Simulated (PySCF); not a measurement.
Computed shifts of a molecule C4H4Cl2, PBE/pcSseg-1 run with PySCF, GIAO, gas phase, atoms alike by connectivity averaged where their shifts nearly agree, in ppm (number of nuclei): ¹³C: 148.0 (1), 140.5 (1), 136.7 (1), 126.8 (1). ¹H: 6.92 (1), 6.51 (1), 5.73 (2). References: ¹³C against TMS (σ = 182.0 ppm); ³⁵Cl against HCl (σ = 936.5 ppm); ¹H against TMS (σ = 31.49 ppm), references at their B3LYP-D3(BJ)/def2-TZVP geometries, non-relativistic (without spin–orbit terms, shifts of atoms bonded to Cl or Br come out too high). Coordinates come from a B3LYP-D3(BJ)/def2-SVP optimisation. The values are those of a single conformer.

Q: Pick the molecule that these values belong to.
(A) ClC=C=CCCl
(B) C=CC=C(Cl)Cl
(C) ClC1=C(Cl)CC1
(D) CC=C=C(Cl)Cl

A: B, C=CC=C(Cl)Cl
